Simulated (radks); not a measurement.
Species: the oxygen ion O2+. Configuration: [He] 2s2 2p2.

All-electron calculation, Dirac Kohn-Sham, PBE, spin-unpolarised, spherical densities, point nucleus; open shells are shared between the two j in proportion to 2j + 1; speed of light set to 116.481 atomic units (0.85 times the physical value, a model run). Program: a radial shooting solver on a logarithmic mesh with Libxc functionals.

Energy parts (Ry):
part                      energy
total                 -146.37157
kinetic                146.38343
electron-nucleus      -331.70299
Hartree                 53.52275
exchange-correlation   -14.57476

Orbitals (lengths in bohr, moments of r in powers of bohr; <r^-3> diverges for s and p1/2; r(90%) holds 90 % of the orbital's charge):
orbital      occ.  eigenvalue (Ry)  r(90%)  <r^-3>    <r^2>  <1/r>  small-component weight
1s1/2           2        -41.00452   0.357       -  0.05363  7.644                1.07e-03
2s1/2           2         -4.28996    1.61       -    1.258  1.413                1.45e-04
2p1/2    0.666667         -3.18154    1.67       -    1.251  1.310                1.28e-04
2p3/2     1.33333         -3.17617    1.67   7.199    1.255  1.308                1.27e-04

The highest occupied level is 2p3/2 at -43.214 eV. The density falls to 0.001 e/bohr^3 at r = 2.58 bohr.
